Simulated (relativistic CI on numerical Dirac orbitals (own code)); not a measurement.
**Level scheme of Pb⁵⁶⁺**

Calculated at this level of theory: Dirac-Coulomb-Breit CI, separate exchange-only KLI orbitals for each configuration, model QED, unscaled Slater integrals (own radial code, finite nucleus).

Configurations in the expansion (outside the closed core [Ne]): 3s2.3p6.3d8, 3s2.3p5.3d9, 3s2.3p4.3d10, 3s.3p6.3d9, 3p6.3d10, 3s.3p5.3d10, 3s2.3p6.3d7.4s, 3s2.3p6.3d7.4p, 3s2.3p4.3d9.4s, 3s2.3p6.3d7.4d, 3s2.3p4.3d9.4p, 3s2.3p5.3d8.4s, 3s2.3p6.3d7.4f, 3s2.3p4.3d9.4d, 3s.3p5.3d9.4s, 3s2.3p5.3d8.4p, 3s.3p5.3d9.4p, 3s2.3p6.3d6.4s2, 3s2.3p5.3d8.4d, 3s.3p5.3d9.4d, 3s.3p6.3d8.4s, 3s2.3p6.3d6.4s.4p, 3s2.3p5.3d8.4f, 3p6.3d9.4s, 3s2.3p6.3d7.5s, 3s2.3p6.3d6.4p2, 3s2.3p6.3d6.4s.4d, 3s.3p6.3d8.4p, 3p6.3d9.4p, 3s2.3p6.3d7.5p, 3s2.3p5.3d7.4s2, 3s2.3p6.3d6.4p.4d, 3s2.3p6.3d7.5d, 3p6.3d9.4d, 3s2.3p6.3d7.5f, 3s.3p6.3d8.4d. Levels of other configurations are missing.

The lowest level is 3s2.3p6.3d8 3F_4, with 85 % of that term; Hund's rules for 3s2.3p6.3d8 give 3F with J = 4, in agreement.

```
No.  Configuration  Term  J   E (eV)    %  Lifetime (s)                 jj configuration (%)
  1    3s2.3p6.3d8    3F  4     0.00   85                                       3d5/2^4 (99)
  2    3s2.3p6.3d8    1D  2    10.50   49      1.31e+01                        3d5/2^4 (100)
  3    3s2.3p6.3d8    1S  0    33.96   52      5.39e-02                         3d5/2^4 (99)
  4    3s2.3p6.3d8    3F  3   108.14  100      6.43e-08                3d3/2^3 3d5/2^5 (100)
  5    3s2.3p6.3d8    3P  2   119.21   51      1.14e-07                3d3/2^3 3d5/2^5 (100)
  6    3s2.3p6.3d8    1G  4   124.87   85      2.34e-07                 3d3/2^3 3d5/2^5 (99)
  7    3s2.3p6.3d8    3P  1   125.48  100      9.15e-08                3d3/2^3 3d5/2^5 (100)
  8    3s2.3p6.3d8    3F  2   224.46   62      4.20e-08                3d3/2^2 3d5/2^6 (100)
  9    3s2.3p6.3d8    3P  0   252.75   52      3.34e-08                 3d3/2^2 3d5/2^6 (99)
 10    3s2.3p5.3d9   3F°  4   526.36  100      1.32e-12                3p3/2^3 3d5/2^5 (100)
 11    3s2.3p5.3d9   1D°  2   537.59   52      6.27e-13                 3p3/2^3 3d5/2^5 (99)
 12    3s2.3p5.3d9   3D°  3   555.93   77      3.16e-13                 3p3/2^3 3d5/2^5 (98)
 13    3s2.3p5.3d9   1P°  1   568.61   55      4.29e-13                 3p3/2^3 3d5/2^5 (99)
 14    3s2.3p5.3d9   3D°  2   651.95   55      4.54e-13         3p3/2^3 3d3/2^3 3d5/2^6 (99)
 15    3s2.3p5.3d9   3P°  0   660.78  100      5.04e-13        3p3/2^3 3d3/2^3 3d5/2^6 (100)
 16    3s2.3p5.3d9   3P°  1   662.50   47      4.28e-13         3p3/2^3 3d3/2^3 3d5/2^6 (99)
 17    3s2.3p5.3d9   3F°  3   662.89   56      4.66e-13         3p3/2^3 3d3/2^3 3d5/2^6 (98)
 18    3s2.3p5.3d9   3P°  2  1067.61   48      8.57e-14          3p1/2 3p3/2^4 3d5/2^5 (100)
 19    3s2.3p5.3d9   1F°  3  1075.72   39      7.78e-14           3p1/2 3p3/2^4 3d5/2^5 (99)
 20   3s2.3p4.3d10    3P  2  1087.99   67      2.29e-13                         3p3/2^2 (99)
 21   3s2.3p4.3d10    1S  0  1112.96   65      2.12e-13                        3p3/2^2 (100)
 22    3s2.3p5.3d9   3F°  2  1158.76   74      1.79e-13  3p1/2 3p3/2^4 3d3/2^3 3d5/2^6 (100)
 23    3s2.3p5.3d9   3D°  1  1195.58   48      7.14e-14  3p1/2 3p3/2^4 3d3/2^3 3d5/2^6 (100)
 24     3s.3p6.3d9    3D  3  1340.74  100      9.64e-14                     3s 3d5/2^5 (100)
 25     3s.3p6.3d9    3D  2  1353.64   49      9.68e-14                      3s 3d5/2^5 (98)
 26     3s.3p6.3d9    3D  1  1452.47  100      1.00e-13             3s 3d3/2^3 3d5/2^6 (100)
 27     3s.3p6.3d9    3D  2  1459.81   50      1.11e-13              3s 3d3/2^3 3d5/2^6 (96)
 28   3s2.3p4.3d10    3P  1  1605.98  100      6.84e-14                  3p1/2 3p3/2^3 (100)
 29   3s2.3p4.3d10    1D  2  1623.14   66      6.00e-14                   3p1/2 3p3/2^3 (96)
 30    3s.3p5.3d10   3P°  2  1870.26  100      1.30e-13                     3s 3p3/2^3 (100)
```

Energies count from the lowest computed level; ° marks odd parity; lifetimes are radiative, by E1, M1, E2, M2 decay to levels of this space only. Filled j subshells are mostly left out of the jj labels.

The mean weight of the leading LS term, summed over parents, in these 30 levels is 69 %, and that of the leading jj configuration (from the same eigenvectors) 99 %, so jj coupling describes them better and the LS labels are nominal.

At this charge energies of transitions that change n are usually good to better than 1 %, and those within a shell (Δn = 0) to a few per cent.

LS names give the leading component of a level, which can be under half, so a name can repeat, a term be missing and a line seem to break the LS rules.
